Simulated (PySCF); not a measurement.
**Computed spin Hamiltonian**

CH4N2OSi (charge +1 and doublet state).
Geometry (GFN2-xTB, Å), atoms numbered from 1 in this order:
```
atom  x, y, z in Å
N1     2.307   -1.307    1.038
C2     1.336   -0.772    0.811
Si3   -0.294    0.193    0.414
N4    -0.717   -0.553   -1.065
O5     0.030    1.732    0.446
H6    -1.132   -0.151    1.559
H7    -0.904   -1.542   -1.164
H8    -0.847   -0.068   -1.943
H9     0.235    2.474   -0.121
```

The hyperfine couplings belong to this conformer and change with its torsions.

The species is `N#C[Si@H]([NH2+])O` [radical] (charge +1).

Method used: UKS B3LYP, pcH-1 on C H N O Si, non-relativistic, mean-field spin-orbit, GIAO in PySCF 2.14.0. The structure is a single GFN2-xTB conformer in the gas phase; no vibrational or solvent corrections. The geometry wasn't refined by DFT: couplings that depend on bond lengths, twists or pyramidal angles can differ widely from those at the functional's own minimum, by a factor of two or more for some ions and for spin on atoms past the first row. The SCF solution wasn't tested for stability.

- g1, g2, g3: 2.00256, 2.00394, 2.00537
- g_iso: 2.00396
- Form of g: rhombic: the two nearest values differ by 49 % of g3 − g1
- ⟨S²⟩: 0.7572 (exact 0.7500)
- α and β electrons: 23, 22
- Total energy: -514.44668 Eh

Isotropic coupling and dipolar principal values T1 to T3, in 10⁻⁴ cm⁻¹; ρ(0) is the spin density at the nucleus (1 × 10⁻⁴ cm⁻¹ = 2.998 MHz):

| atom | isotope | a_iso | of which spin–orbit | T1 | T2 | T3 | Mulliken spin population | ρ(0) (bohr⁻³) |
| --- | --- | --- | --- | --- | --- | --- | --- | --- |
| N1 | 14N | 3.7 | 0.0 | -2.8 | -2.6 | 5.4 | 0.13 | 0.0341 |
| C2 | 13C | 12.8 | 0.0 | -5.8 | -5.5 | 11.3 | 0.11 | 0.0344 |
| Si3 | 29Si | 23.8 | 0.0 | -1.0 | 0.0 | 0.9 | -0.05 | -0.0804 |
| N4 | 14N | 9.2 | 0.0 | -11.4 | -11.4 | 22.8 | 0.74 | 0.0850 |
| O5 | 17O | 0.0 | 0.0 | -1.0 | 0.3 | 0.6 | 0.01 | 0.0000 |
| H6 | 1H | 72.3 | 0.0 | -1.4 | -0.8 | 2.2 | 0.11 | 0.0485 |
| H7 | 1H | -16.3 | 0.0 | -13.0 | -3.2 | 16.1 | -0.02 | -0.0109 |
| H8 | 1H | -16.6 | 0.0 | -13.3 | -3.0 | 16.4 | -0.02 | -0.0112 |
| H9 | 1H | -0.1 | 0.0 | -0.5 | -0.5 | 1.0 | 0.00 | -0.0001 |

The Mulliken spin populations are largest on N4 (+0.74), N1 (+0.13), H6 (+0.11) and C2 (+0.11). No atom but N4 exceeds +0.15. The angles at N4 add up to 360.0°, so it is planar; its axial dipolar tensor and the negative couplings of its protons fit spin in a p orbital normal to that plane.

Under fast tumbling the dipolar parts average out, and these isotropic splittings remain: 1 × 1H (H6, I = 1/2, 2 lines) with 7.73 mT, 1 × 1H (H8, I = 1/2, 2 lines) with 1.78 mT, 1 × 1H (H7, I = 1/2, 2 lines) with 1.74 mT, 1 × 14N (N4, I = 1, 3 lines) with 0.98 mT and 1 × 14N (N1, I = 1, 3 lines) with 0.40 mT.

H7 and H8 aren't averaged: N4 is flat or nearly so (angle sum 360°), and its turn about the short N4–Si3 bond (1.71 Å) is taken as slow.

The 13C coupling of C2 (38.5 MHz) shows only in satellite lines or after enrichment, since that isotope makes up about 1.07 % of natural carbon.

The 29Si coupling of Si3 (71.3 MHz) shows only in satellite lines or after enrichment, since that isotope makes up about 4.7 % of natural silicon.
